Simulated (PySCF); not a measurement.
NMR parameters of TeMe2

TeMe2, C2H6Te.

Bonds: Te1-C2 2.152 Å, Te1-C6 2.152 Å. C2 carries H3, H4, H5; C6 carries H7, H8, H9.

GIAO calculations in PySCF 2.14 on the PBE0-D3(BJ)/def2-SVP structure: isolated species, scalar relativity only through the core potential, equivalent atoms averaged; basis pcSseg-1 (def2-TZVP on Te).

Question: Give the isotropic shieldings (ppm) with KT2, PBE0.

Answer: 
| atoms | environment | KT2 | PBE0 |
| --- | --- | --- | --- |
| C2/C6 | carbon bonded to Te, 3 H | 178.0 | 180.3 |
| H3/H4/H5/H7/H8/H9 | hydrogen on a carbon bonded to Te | 29.61 | 29.78 |
| HOMO–LUMO gap (eV) | – | 3.33 | 5.26 |

Question: And the chemical shifts, against references computed in the same way?

Answer: 
```tsv
atoms	nucleus, reference	KT2	PBE0
C2/C6	¹³C, TMS	5.2	4.1
H3/H4/H5/H7/H8/H9	¹H, TMS	1.57	1.48
```

Question: Which part of the shielding of C2/C6 depends on the functional?

Answer: Diamagnetic: KT2 248, PBE0 247 ppm; paramagnetic: KT2 -70, PBE0 -66 ppm.

Te is described by an effective core potential, so it has no shielding of its own here; spin–orbit effects on the atoms bonded to it, which can be large, are absent, and the values of these neighbours are rough.
